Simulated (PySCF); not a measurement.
# Electron correlation in Pt(61+) (platinum, charge +61)

[Ne] 3s2 3p5, 2P determinant. All numbers are calculated (PySCF 2.14, the non-relativistic Hamiltonian (point nucleus), in an uncontracted even-tempered set (16 s from 17 bohr⁻², ratio 2.5; 10 p from 22 bohr⁻², ratio 2.5; 4 d from 89 bohr⁻², ratio 2.7; 4 f from 130 bohr⁻², ratio 2.7)). Frozen: 1s2; 15 electrons correlated; the 17 highest virtual orbitals of each spin left out.

| level | correlation energy (mhartree) |
| --- | --- |
| CCSD | -615.01 |
| (T) | -0.79 |
| CCSD(T) | -615.80 |

Diagnostics: T1 = 0.00037, D1 = 0.0018, largest double amplitude 0.019.

**Question.** Is a single reference adequate?

**Answer.** Yes, within this model without spin-orbit coupling: T1 lies below 0.03 and no double amplitude reaches 0.07.

At this charge a non-relativistic calculation is a model, useful for the Z dependence of the correlation energy.
